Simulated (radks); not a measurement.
Problem. Species: Eu8+. Configuration: [Kr] 4d10 4f5 5s2 5p2. Method: scalar-relativistic Kohn-Sham, exchange-only LDA, spin-polarised, spherical densities, point nucleus; open shells are filled with parallel spins first (spin-orbit coupling, left out, can overturn this in heavy ions); computed with a radial shooting solver on a logarithmic mesh with Libxc functionals. Some entries of the table are withheld. Estimate them.

orbital,occ.,eigenvalue (hartree),<r> (bohr),r(max) (bohr)
1s up,1,-1780.439,0.02233,0.01421
1s down,1,-1780.431,0.02233,0.01421
2s up,1,-296.1964,0.09518,0.08062
2s down,1,-296.1891,0.09518,0.08062
2p up,3,-264.5066,0.08392,0.06514
2p down,3,-264.4983,0.08392,0.06514
3s up,1,-68.75295,0.2499,0.2291
3s down,1,-68.66184,0.2497,0.2290
3p up,3,-58.89054,0.2483,0.2247
3p down,3,-58.79957,0.2481,0.2246
3d up,5,-45.66569,0.2262,0.1838
3d down,5,-45.59352,0.2259,0.1836
4s up,1,-17.28637,0.5642,0.5266
4s down,1,-17.07996,0.5640,0.5265
4p up,3,-14.02371,0.5961,0.5492
4p down,3,-13.81722,0.5958,0.5490
4d up,5,-9.47084,0.6449,0.5703
4d down,5,-9.26224,0.6441,0.5700
5s up,1,-5.63131,(1),1.170
5s down,1,-5.40976,(2),1.171
5p up,2,-4.68138,(3),1.281
4f up,5,-4.49008,0.7728,0.5699
5p down,0,-4.47083,(4),1.286
4f down,0,-4.27226,0.7727,0.5694

Solution. 
(1) 5s up <r> (bohr): 1.246
(2) 5s down <r> (bohr): 1.253
(3) 5p up <r> (bohr): 1.370
(4) 5p down <r> (bohr): 1.384
